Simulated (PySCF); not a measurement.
Molecule: SMILES B/C=C/C=C, C₄H₇B.

Cartesian coordinates in Å; atom numbers follow the order of the lines, from 1:
```xyz
12

B     2.523   -0.015   -0.370
C     1.031    0.000   -0.727
C     0.040   -0.002    0.189
C    -1.366    0.011   -0.128
C    -2.327    0.009    0.794
H     3.333   -0.017   -1.214
H     2.852   -0.026    0.753
H     0.721    0.014   -1.768
H     0.288   -0.016    1.243
H    -1.623    0.024   -1.180
H    -3.371    0.019    0.532
H    -2.098   -0.003    1.848
```

Frames of a GFN2-xTB Langevin trajectory at 400 K; GIAO PBE0/pcSseg-1 shieldings in PySCF 2.14, gas phase, non-relativistic; equivalent atoms averaged within each frame.

Shifts are taken against calculated references (same method and geometry level): ¹¹B (σ = 100.07 ppm) against BF3·OEt2; ¹³C (σ = 186.93 ppm) and ¹H (σ = 31.72 ppm) against TMS. The references are static minima.

Problem. How do the shifts (ppm) fluctuate along the trajectory?

Solution. 
| time (fs) | B1 | C2 | C3 | C4 | C5 | H8 | H9 | H6/H7 | H10 | H11 |
| --- | --- | --- | --- | --- | --- | --- | --- | --- | --- | --- |
| optimised geometry | 70.7 | 147.9 | 173.1 | 148.5 | 137.5 | 7.32 | 7.41 | 6.93 | 6.93 | 6.07 |
| 250 | 76.1 | 162.5 | 160.3 | 147.8 | 131.5 | 8.52 | 7.99 | 7.34 | 6.57 | 6.49 |
| 425 | 80.8 | 154.1 | 147.1 | 149.2 | 136.8 | 6.93 | 6.44 | 7.61 | 6.39 | 6.59 |
| 625 | 75.7 | 151.1 | 161.4 | 153.2 | 137.4 | 7.10 | 7.72 | 7.31 | 6.63 | 6.34 |
| 800 | 76.9 | 148.1 | 172.7 | 147.8 | 133.0 | 7.87 | 7.41 | 7.20 | 6.30 | 6.81 |
| 1000 | 71.3 | 144.9 | 176.3 | 142.6 | 144.7 | 7.45 | 6.80 | 6.59 | 7.10 | 6.89 |
| mean of frames | 76.2 | 152.1 | 163.6 | 148.1 | 136.7 | 7.57 | 7.27 | 7.21 | 6.60 | 6.62 |
| standard deviation | 3.4 | 6.7 | 11.5 | 3.8 | 5.2 | 0.64 | 0.64 | 0.37 | 0.31 | 0.23 |

5 frames give an uncertainty of the mean of about the standard deviation over 2.2 at best, since frames this close in time may not be independent; classical motion lacks zero-point vibration, and the reference would need the same averaging.
